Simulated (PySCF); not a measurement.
## Radial density of C²⁺ (carbon, charge +2)

UHF, [He] 2s1 2p1, high-spin 3P determinant (an excited configuration). Computed with PySCF 2.14 in aug-cc-pV5Z (7s6p5d4f3g2h, 127 functions), with no relativity, point nucleus.

| r (bohr) | 4πr²ρ (e/bohr) | 4πr²(ρα − ρβ) |
| --- | --- | --- |
| 0.00412 | 0.02557 | 0.0009 |
| 0.00693 | 0.06998 | 0.0023 |
| 0.0117 | 0.1870 | 0.0063 |
| 0.0196 | 0.4813 | 0.0160 |
| 0.0330 | 1.161 | 0.0384 |
| 0.0555 | 2.514 | 0.0816 |
| 0.0933 | 4.554 | 0.1418 |
| 0.157 | 6.142 | 0.1728 |
| 0.264 | 5.131 | 0.1350 |
| 0.444 | 2.201 | 0.2988 |
| 0.747 | 1.316 | 1.1187 |
| 1.26 | 1.460 | 1.4579 |
| 2.11 | 0.4319 | 0.4319 |
| 3.55 | 0.01415 | 0.0141 |
| 5.98 | 1.154e-05 | 0.0000 |
